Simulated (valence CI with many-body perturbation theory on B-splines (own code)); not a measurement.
**E1 line list for Ba⁴⁹⁺**

Calculated by configuration interaction combined with many-body perturbation theory (CI+MBPT): five valence electrons over a frozen Dirac-Fock core [He], radial functions for each j: 11 s, 11 p, 10 d, 8 f, 5 g, 2 h, with the one-electron correlation potential Σ1 (screened to all orders), the two-electron term Σ2, the three-electron term Σ3, Breit, model QED; selected single and double excitations, second order for the rest, scaled by the run's own slope (own B-spline code, finite nucleus).

No measured spectrum was set against this ion. As an estimate, large intervals hold to a few tenths of a per cent, small ones and those within an open d or f shell to about a per cent. Among the levels kept, up to 7300 cm⁻¹ of a level comes from second order outside the variational space, and about a tenth of that is noise between levels of different J, which matters for small intervals.

Lines 51 to 100 of 600 in falling wavelength, among levels below 51965 × 10³ cm⁻¹, chosen from the strongest by gf and those to the six lowest levels. Wavelengths and rates use the calculated energies. Electric multipoles are in the length gauge, E1 and E2 with the static RPA response of the core. Weak lines are less certain than strong ones. Lines between different terms over intervals too small for the method are left out, as are lines whose strength nearly cancels. The highest levels of a list are the least certain.

Levels are named by their leading jj configuration (3d3/2^4 stands for four electrons in 3d with j = 3/2), which in mixed levels can hold well under half, so a name can repeat and another be missing. Letters in brackets count levels of one name in rising energy.

| λ vac (Å) | Upper | Lower | A (s⁻¹) | S (a.u.) with core polarisation | S without |
| --- | --- | --- | --- | --- | --- |
| 99.41 | (2s 2p1/2 2p3/2^2 3d5/2) J=7/2 [b] | (2s 2p1/2 2p3/2^2 3p3/2) J=7/2 [b] | 9.24e+09 | 3.58e-02 | 3.58e-02 |
| 93.79 | (2s 2p1/2 2p3/2^2 3d5/2) J=5/2 [a] | (2s 2p1/2 2p3/2^2 3p3/2) J=5/2 [a] | 9.66e+09 | 2.36e-02 | 2.36e-02 |
| 90.48 | (2s^2 2p3/2^2 3d5/2) J=5/2 [a] | (2s^2 2p3/2^2 3p3/2) J=5/2 | 1.07e+10 | 2.35e-02 | 2.35e-02 |
| 75.96 | (2s 2p1/2^2 2p3/2 3p3/2) J=7/2 | (2s^2 2p1/2 2p3/2 3p3/2) J=5/2 [b] | 1.34e+10 | 2.31e-02 | 2.31e-02 |
| 74.50 | (2p1/2^2 2p3/2^2 3p3/2) J=5/2 | (2p1/2^2 2p3/2^2 3s) J=3/2 | 4.42e+10 | 5.41e-02 | 5.41e-02 |
| 74.36 | (2s 2p1/2^2 2p3/2 3p3/2) J=3/2 [a] | (2s 2p1/2^2 2p3/2 3s) J=3/2 [a] | 5.00e+10 | 4.06e-02 | 4.06e-02 |
| 73.94 | (2p1/2^2 2p3/2^2 3p3/2) J=1/2 | (2p1/2^2 2p3/2^2 3s) J=3/2 | 7.27e+10 | 2.90e-02 | 2.90e-02 |
| 73.45 | (2s 2p1/2 2p3/2^2 3p3/2) J=7/2 [b] | (2s 2p1/2 2p3/2^2 3s) J=5/2 [b] | 5.03e+10 | 7.87e-02 | 7.87e-02 |
| 73.05 | (2s 2p1/2 2p3/2^2 3p3/2) J=5/2 [a] | (2s 2p1/2 2p3/2^2 3s) J=3/2 [a] | 4.10e+10 | 4.74e-02 | 4.74e-02 |
| 72.73 | (2s 2p1/2 2p3/2^2 3d3/2) J=5/2 [d] | (2s 2p1/2 2p3/2^2 3p1/2) J=3/2 [d] | 1.63e+10 | 1.86e-02 | 1.86e-02 |
| 72.40 | (2s 2p1/2 2p3/2^2 3p3/2) J=1/2 [c] | (2s 2p1/2 2p3/2^2 3s) J=1/2 [c] | 6.41e+10 | 2.40e-02 | 2.40e-02 |
| 71.51 | (2s 2p1/2^2 2p3/2 3d3/2) J=7/2 | (2s^2 2p1/2 2p3/2 3d3/2) J=5/2 [b] | 2.76e+10 | 3.98e-02 | 3.98e-02 |
| 70.94 | (2s 2p1/2 2p3/2^2 3d3/2) J=7/2 [b] | (2s 2p1/2 2p3/2^2 3p1/2) J=5/2 [b] | 3.42e+10 | 4.82e-02 | 4.82e-02 |
| 70.93 | (2s^2 2p3/2^2 3p3/2) J=7/2 | (2s^2 2p3/2^2 3s) J=5/2 | 3.49e+10 | 4.92e-02 | 4.92e-02 |
| 70.89 | (2s^2 2p1/2 2p3/2 3p3/2) J=3/2 [a] | (2s^2 2p1/2 2p3/2 3s) J=3/2 [b] | 3.34e+10 | 2.35e-02 | 2.35e-02 |
| 70.71 | (2s 2p1/2 2p3/2^2 3d3/2) J=5/2 [b] | (2s 2p1/2 2p3/2^2 3p1/2) J=5/2 [b] | 3.66e+10 | 3.83e-02 | 3.83e-02 |
| 70.59 | (2s 2p1/2 2p3/2^2 3d3/2) J=9/2 | (2s^2 2p3/2^2 3d3/2) J=7/2 | 3.31e+10 | 5.74e-02 | 5.75e-02 |
| 70.58 | (2s^2 2p3/2^2 3p3/2) J=5/2 | (2s^2 2p3/2^2 3s) J=3/2 | 3.47e+10 | 3.62e-02 | 3.62e-02 |
| 70.54 | (2s 2p1/2 2p3/2^2 3p3/2) J=5/2 [c] | (2s 2p1/2 2p3/2^2 3s) J=3/2 [b] | 7.45e+10 | 7.75e-02 | 7.75e-02 |
| 70.43 | (2s 2p1/2 2p3/2^2 3p3/2) J=3/2 [b] | (2s 2p1/2 2p3/2^2 3s) J=5/2 [b] | 7.50e+10 | 5.17e-02 | 5.17e-02 |
| 70.34 | (2s 2p1/2 2p3/2^2 3p3/2) J=1/2 [a] | (2s 2p1/2 2p3/2^2 3s) J=3/2 [a] | 8.45e+10 | 2.90e-02 | 2.90e-02 |
| 70.31 | (2p1/2^2 2p3/2^2 3p3/2) J=5/2 | (2p1/2^2 2p3/2^2 3s) J=5/2 | 5.75e+10 | 5.92e-02 | 5.92e-02 |
| 70.27 | (2p1/2^2 2p3/2^2 3p3/2) J=7/2 | (2p1/2^2 2p3/2^2 3s) J=5/2 | 1.29e+11 | 1.77e-01 | 1.77e-01 |
| 70.16 | (2s 2p1/2 2p3/2^2 3p3/2) J=9/2 | (2s 2p1/2 2p3/2^2 3s) J=7/2 | 1.04e+11 | 1.77e-01 | 1.77e-01 |
| 69.89 | (2s 2p1/2 2p3/2^2 3p3/2) J=3/2 [e] | (2s 2p1/2 2p3/2^2 3s) J=1/2 [c] | 3.90e+10 | 2.63e-02 | 2.63e-02 |
| 69.69 | (2s 2p1/2 2p3/2^2 3p3/2) J=7/2 [b] | (2s 2p1/2 2p3/2^2 3s) J=7/2 | 2.76e+10 | 3.68e-02 | 3.68e-02 |
| 69.63 | (2s^2 2p3/2^2 3p3/2) J=1/2 | (2s^2 2p3/2^2 3s) J=3/2 | 9.39e+10 | 3.13e-02 | 3.13e-02 |
| 69.24 | (2s^2 2p1/2 2p3/2 3p3/2) J=5/2 [a] | (2s^2 2p1/2 2p3/2 3s) J=3/2 [a] | 5.09e+10 | 5.00e-02 | 5.00e-02 |
| 69.12 | (2s 2p1/2^2 2p3/2 3p3/2) J=5/2 [a] | (2s 2p1/2^2 2p3/2 3s) J=3/2 [a] | 6.00e+10 | 5.87e-02 | 5.87e-02 |
| 69.01 | (2s 2p1/2 2p3/2^2 3p3/2) J=7/2 [c] | (2s 2p1/2 2p3/2^2 3s) J=5/2 [c] | 1.15e+11 | 1.49e-01 | 1.49e-01 |
| 68.91 | (2s^2 2p1/2 2p3/2 3d3/2) J=5/2 [b] | (2s^2 2p1/2 2p3/2 3p1/2) J=3/2 [b] | 4.04e+10 | 3.92e-02 | 3.92e-02 |
| 68.88 | (2s 2p1/2 2p3/2^2 3d3/2) J=3/2 [b] | (2s 2p1/2 2p3/2^2 3p1/2) J=5/2 [b] | 5.28e+10 | 3.41e-02 | 3.41e-02 |
| 68.36 | (2s^2 2p1/2 2p3/2 3d3/2) J=3/2 [b] | (2s^2 2p1/2 2p3/2 3p1/2) J=3/2 [b] | 4.28e+10 | 2.70e-02 | 2.70e-02 |
| 68.00 | (2s 2p1/2^2 2p3/2 3p3/2) J=5/2 [b] | (2s 2p1/2^2 2p3/2 3s) J=3/2 [b] | 1.17e+11 | 1.09e-01 | 1.09e-01 |
| 67.84 | (2s 2p1/2^2 2p3/2 3p3/2) J=7/2 | (2s 2p1/2^2 2p3/2 3s) J=5/2 | 1.07e+11 | 1.32e-01 | 1.32e-01 |
| 67.83 | (2s^2 2p3/2^2 3p3/2) J=5/2 | (2s^2 2p3/2^2 3s) J=5/2 | 5.35e+10 | 4.94e-02 | 4.94e-02 |
| 67.81 | (2s 2p1/2 2p3/2^2 3p3/2) J=1/2 [b] | (2s 2p1/2 2p3/2^2 3s) J=1/2 [b] | 5.83e+10 | 1.79e-02 | 1.79e-02 |
| 67.81 | (2s 2p1/2^2 2p3/2 3p3/2) J=5/2 [a] | (2s^2 2p1/2 2p3/2 3p3/2) J=5/2 [b] | 1.84e+10 | 1.70e-02 | 1.70e-02 |
| 67.75 | (2s^2 2p1/2 2p3/2 3p3/2) J=1/2 [a] | (2s^2 2p1/2 2p3/2 3s) J=1/2 | 7.06e+10 | 2.17e-02 | 2.17e-02 |
| 67.66 | (2s 2p1/2^2 2p3/2 3p3/2) J=1/2 [a] | (2s 2p1/2^2 2p3/2 3s) J=3/2 [a] | 6.29e+10 | 1.92e-02 | 1.92e-02 |
| 67.51 | (2s 2p1/2 2p3/2^2 3p3/2) J=5/2 [d] | (2s 2p1/2 2p3/2^2 3s) J=3/2 [d] | 3.68e+10 | 3.36e-02 | 3.36e-02 |
| 67.49 | (2s^2 2p3/2^2 3d3/2) J=3/2 [b] | (2s^2 2p3/2^2 3p1/2) J=1/2 | 3.43e+10 | 2.08e-02 | 2.08e-02 |
| 67.46 | (2s 2p1/2 2p3/2^2 3d3/2) J=5/2 [a] | (2s 2p1/2 2p3/2^2 3p1/2) J=5/2 [a] | 4.12e+10 | 3.75e-02 | 3.75e-02 |
| 67.09 | (2s 2p1/2 2p3/2^2 3p3/2) J=5/2 [d] | (2s 2p1/2 2p3/2^2 3s) J=5/2 [c] | 2.39e+10 | 2.13e-02 | 2.13e-02 |
| 66.86 | (2s 2p1/2 2p3/2^2 3d5/2) J=5/2 [b] | (2s 2p1/2 2p3/2^2 3p1/2) J=3/2 [b] | 3.13e+10 | 2.77e-02 | 2.77e-02 |
| 66.70 | (2s 2p1/2 2p3/2^2 3p3/2) J=3/2 [d] | (2s 2p1/2 2p3/2^2 3s) J=3/2 [b] | 4.62e+10 | 2.70e-02 | 2.70e-02 |
| 66.57 | (2s 2p1/2 2p3/2^2 3p3/2) J=5/2 [d] | (2s 2p1/2 2p3/2^2 3s) J=3/2 [c] | 7.02e+10 | 6.13e-02 | 6.13e-02 |
| 66.53 | (2s 2p1/2 2p3/2^2 3p3/2) J=3/2 [d] | (2s 2p1/2 2p3/2^2 3s) J=1/2 [b] | 5.55e+10 | 3.23e-02 | 3.23e-02 |
| 66.48 | (2s^2 2p1/2 2p3/2 3p3/2) J=7/2 | (2s^2 2p1/2 2p3/2 3s) J=5/2 | 1.25e+11 | 1.45e-01 | 1.45e-01 |
| 66.38 | (2s^2 2p1/2 2p3/2 3d3/2) J=1/2 [b] | (2s^2 2p1/2 2p3/2 3p1/2) J=3/2 [b] | 5.55e+10 | 1.60e-02 | 1.60e-02 |
